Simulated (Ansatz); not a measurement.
CdMe2 (C₂H₆Cd): single points at one geometry.

```yaml
crystal:
  periodic: [false, false, false]
  atoms:
    - {symbol: Cd, position_ang: [0.000207, 0.000190, 0.000004]}
    - {symbol: C, position_ang: [-0.003218, -0.014399, 2.113640]}
    - {symbol: H, position_ang: [-0.435785, 0.909013, 2.504066]}
    - {symbol: H, position_ang: [1.013897, -0.106543, 2.499955]}
    - {symbol: H, position_ang: [-0.590436, -0.854162, 2.490709]}
    - {symbol: C, position_ang: [0.003576, 0.014649, -2.113634]}
    - {symbol: H, position_ang: [-1.017985, 0.018344, -2.499132]}
    - {symbol: H, position_ang: [0.513784, -0.868525, -2.503403]}
    - {symbol: H, position_ang: [0.515960, 0.901444, -2.492196]}
basis:
  gaussian: {orbitals: def2-SVP, initial_orbitals: start.molden}
hamiltonian: {xc: pbe0, dispersion: d4}
scf: {omitted_lower_state_checks: [starts]}
output: {orbitals: {seedname: orbitals}}
```

The file start.molden holds the orbitals of an earlier run on this structure, at another level or in another basis.

```sh
$ ansatz run in.yaml --threads 4 --pin off --events-out ev --progress --plain --max-ram 3916MiB
```

It prints (some lines left out):

```
Functional definition: PBE0
1009 factors; their error is unknown
mean field evaluation 1: about -6730.7986 eV, gradient 7.9e0 eV
mean field evaluation 2: about -6730.8649 eV, gradient 7.4e-2 eV
mean field evaluation 4: about -6730.9827 eV, gradient 9.0e-5 eV
mean field -6730.98272017 eV, -247.3590525423 hartree, gradient 4.8e-6 eV, S^2 0.000000; 0 other end points of the search recorded, 0 dependent functions left out
reference -6730.98275198 eV, -247.3590537112 hartree; 19, 19 occupied and 70, 70 virtual orbitals, 1009 factors
Total energy: -6731.08935080 eV, -247.3629711458 hartree
Checks for a lower state left out: starts
```

Run time 0.7 s (4 threads of Arm Neoverse V1 on a shared host).

The first input with `gaussian: {orbitals: def2-TZVP, initial_orbitals: start.molden}`, `hamiltonian: {xc: pbe, dispersion: d4}` (abridged; 0.95 s):

```
Functional definition: PBE
mean field -6734.36219485 eV, -247.4832459461 hartree, gradient 8.5e-6 eV, S^2 0.000000
Total energy: -6734.48977661 eV, -247.4879344894 hartree
Checks for a lower state left out: starts
```

As the first input, with `gaussian: {orbitals: def2-TZVP, initial_orbitals: start.molden}`, `hamiltonian: {xc: {name: LC-wPBE}}` (abridged; 1.1 s):

```
Functional definition: LC-wPBE
mean field -6736.78722537 eV, -247.5723641738 hartree, gradient 9.3e-6 eV, S^2 0.000000
Total energy: -6736.78722537 eV, -247.5723641741 hartree
Checks for a lower state left out: starts
```

First input, but with `gaussian: {orbitals: def2-TZVP, initial_orbitals: start.molden}`, `hamiltonian: {xc: pbe}`, `correlation: {method: rpa}` and without the key `output` (abridged; 2.1 s):

```
Functional definition: PBE
mean field -6734.36212688 eV, -247.4832434483 hartree, gradient 2.6e-6 eV, S^2 0.000000
2 core orbitals not correlated: weight in the atoms' cores, before any rotation towards them, 1.000 or more for the frozen orbitals, at most 0.000 for the correlated occupied ones
Total energy: -6730.41600095 eV, -247.3382259951 hartree
Checks for a lower state left out: starts
```

As the first input, with `gaussian: {orbitals: def2-TZVP, initial_orbitals: start.molden}`, `hamiltonian: {xc: {name: wB97X-V}}` (abridged; 3.9 s):

```
Functional definition: wB97X-V
mean field -6736.02870373 eV, -247.5444890179 hartree, gradient 1.9e-5 eV, S^2 0.000000
Total energy: -6736.02870161 eV, -247.5444889398 hartree
Checks for a lower state left out: starts
```

First input, but with `gaussian: {orbitals: def2-TZVP, initial_orbitals: start.molden}`, `hamiltonian: {xc: {name: wB97M-V}}` (abridged; 4.2 s):

```
Functional definition: wB97M-V
mean field -6734.15471308 eV, -247.4756211315 hartree, gradient 2.3e-5 eV, S^2 0.000000
Total energy: -6734.15476473 eV, -247.4756230299 hartree
Checks for a lower state left out: starts
```

First input, but with `gaussian: {orbitals: def2-TZVP, initial_orbitals: start.molden}`, `correlation: {method: mp2}` and without the key `hamiltonian` (abridged; 0.8 s):

```
Functional definition: HF
mean field -6696.40624997 eV, -246.0883906993 hartree, gradient 3.1e-6 eV, S^2 0.000000
2 core orbitals not correlated: weight in the atoms' cores, before any rotation towards them, 1.000 or more for the frozen orbitals, at most 0.000 for the correlated occupied ones
second order -23.92023185 eV of doubles, -0.00000000 eV of singles
Total energy: -6720.32648182 eV, -246.9674430061 hartree
Checks for a lower state left out: starts
```

Geometry: PBE0-D4/def2-TZVP.

In the def2 sets Cd takes a core potential; there is no spin–orbit coupling. LC-ωPBE has ω = 0.4 bohr⁻¹. Correlated methods freeze 2 core orbitals; core or outer-core shells of Cd are correlated, in sets that lack core-valence functions.
